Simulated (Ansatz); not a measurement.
Molecule: ReO2, charge 0, multiplicity 4. The spin state was set by rule; other spins were not relaxed. 
Coordinates optimised at B3LYP-D3(BJ)/def2-TZVP (Ansatz, a program for electronic structure):
SMILES: [Re](=[O])=[O]
```xyz
3

Re     0.0661    -0.0764     0.0670
O      0.9180     0.5847    -1.2676
O     -1.5377     0.1315     0.6398
```
Charge 0, spin multiplicity 4.

Total electronic energies in hartree. Correlated levels leave the core frozen unless marked. Open shells are spin-unrestricted. Spin-orbit coupling is left out. Frozen are the shells of the preceding noble gas and the d and f shells that filled before the atom's block. In def2 rows, elements after Kr have scalar-relativistic effective core potentials. 

The UHF reference is spin-contaminated (<S^2> 0.16 over the pure value in the largest basis). The Hartree-Fock reference is unstable (checked in the largest basis), which strains HF and MP2. 

```
level                      program  energy (Eh)
------------------  --------------  -----------
BLYP/def2-TZVPD             Ansatz   -228.80071
B97M-V/def2-TZVPD           Ansatz   -228.75064
B3LYP/def2-TZVPD            Ansatz   -228.82658
PBE0/def2-SVP               Ansatz   -228.42405
PBE0-D4/def2-TZVPD  Ansatz + dftd4   -228.63301
PBE0/def2-QZVPP             Ansatz   -228.64411
RPA@PBE/def2-QZVPP          Ansatz   -228.39012
MP2/def2-SVPD               Ansatz   -227.69346
```

Totals of different functionals don't rank their quality; only differences between species are comparable.
